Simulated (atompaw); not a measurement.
## Reading a pseudo-wave (Ni)

Columns: radius, all-electron u(r) and pseudo u(r) of the 4s shell (level -6.88 eV) of nickel in the configuration [Ne] 3s2 3p6 3d8 4s1 4p1; PBE, scalar-relativistic, PAW (atompaw) scheme, atompaw 4.2.0.5.

| r (bohr) | all-electron | pseudo |
| --- | --- | --- |
| 0.102 | 0.0952 | 0.0589 |
| 0.204 | 0.1503 | 0.1172 |
| 0.306 | -0.0273 | 0.1745 |
| 0.408 | -0.1983 | 0.2301 |
| 0.510 | -0.2797 | 0.2836 |
| 0.612 | -0.2739 | 0.3347 |
| 0.713 | -0.2092 | 0.3823 |
| 0.815 | -0.1110 | 0.4271 |
| 0.917 | 0.0003 | 0.4685 |
| 1.019 | 0.1119 | 0.5060 |
| 1.121 | 0.2167 | 0.5397 |
| 1.223 | 0.3107 | 0.5694 |
| 1.325 | 0.3922 | 0.5950 |
| 1.427 | 0.4610 | 0.6167 |
| 1.529 | 0.5176 | 0.6344 |
| 1.631 | 0.5630 | 0.6483 |
| 1.733 | 0.5980 | 0.6587 |
| 1.835 | 0.6240 | 0.6655 |
| 1.937 | 0.6419 | 0.6692 |
| 2.038 | 0.6529 | 0.6698 |
| 2.140 | 0.6579 | 0.6676 |
| 2.242 | 0.6579 | 0.6628 |
| 2.344 | 0.6535 | 0.6556 |
| 2.446 | 0.6455 | 0.6462 |
| 2.548 | 0.6345 | 0.6346 |
| 2.650 | 0.6209 | 0.6209 |

(1) How many radial nodes do the two functions have?

(2) Where does each function peak?

(3) Is the pseudo-wave norm-conserving?

## Answers

(1) The all-electron 4s function has n − l − 1 = 3 (the table is too coarse to show those close to the nucleus); the pseudo-wave has 0, since the states of the same l below it are removed with the core.

(2) Outermost all-electron maximum near 2.14 bohr, pseudo maximum near 2.04 bohr (to the table’s step).

(3) No, it belongs to a PAW set: the norm inside the radius is not constrained, and the difference is carried by the augmentation charge.
